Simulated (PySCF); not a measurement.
A GIAO shielding run with PySCF (density fitting, non-relativistic, gas phase) on `CO[C@@](C)(CCl)[C@@H](C)F`, C6H12ClFO:

```
$ OMP_NUM_THREADS=1 python probes_run.py task.json out

{"job": {"kind": "nmr", "xc": "PBE0", "basis": "pcSseg-1"}, "charge": 0, "multiplicity": 1}
C      1.787088    -1.208678    -0.610945
O      0.880335    -0.191313    -0.990780
C      0.146522     0.458919     0.038924
C      1.029351     0.979350     1.176694
C     -0.474442     1.638680    -0.727322
Cl    -1.617788     2.574499     0.245663
C     -0.976325    -0.443970     0.615991
C     -1.818280    -1.127740    -0.448850
F     -0.409418    -1.416547     1.426549
H      2.163667    -1.613568    -1.548966
H      2.624676    -0.809466    -0.032777
H      1.303100    -2.004844    -0.042692
H      1.378277     0.160824     1.800671
H      0.452364     1.663331     1.793676
H      1.885602     1.510135     0.766000
H     -1.002737     1.270802    -1.605393
H      0.319093     2.315483    -1.043082
H     -1.601497     0.153241     1.289922
H     -1.183882    -1.507737    -1.246040
H     -2.356794    -1.956493     0.004174
H     -2.537831    -0.427966    -0.861888
```

Hardware: 1 thread of an Arm Neoverse N1, shared host. The job also computes population analyses, field gradients.

(1) How large is the calculation?

(2) How long does it take, and how much memory does it need?

Answers

(1) 82 electrons, 220 basis functions and 1161 auxiliary functions.

(2) 87 s of wall time, with 14 SCF cycles and 4 response iterations; peak memory 1.1 GiB. Times on a shared host scatter by some tens of per cent.
